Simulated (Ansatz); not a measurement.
Calculated with Ansatz (gas phase, PBE0-D4/def2-TZVP geometries, no zero-point term in ΔE). CBS: MP2 limit from def2 TZ/QZ plus the TZ coupled-cluster correction, frozen cores. This one scheme is used for every species. Each species was taken in one conformer, which may not be the lowest.

Reaction (formal hydrolysis of a C–C bond): `CN(C)CCCN` + H₂O → `NCCO` + `CN(C)C`

| species | CCSD(T)/CBS(def2) energy (Eh) |
| --- | --- |
| `CN(C)CCCN` | -308.07936 |
| H₂O | -76.37941 |
| `NCCO` | -210.18096 |
| `CN(C)C` | -174.25827 |

**Question.** Work out ΔE.

**Answer.** ΔE = (-210.18096) + (-174.25827) − (-308.07936) − (-76.37941) = 0.01954 Eh = +0.53 eV.

Largest T1 diagnostic among the species: 0.010.

In def2-TZVPP, CCSD(T) changes the Hartree–Fock value by +0.33 eV (the triples alone add +0.04 eV) and MP2 by +0.39 eV. The D4 term adds +0.16 eV with B3LYP and +0.10 eV with PBE0; it sums over pairs of atoms, weighted by their polarisabilities, and B3LYP, whose exchange is more repulsive, gets the larger term.

B3LYP here is the variant with VWN-RPA as its local correlation; programs differ in this.
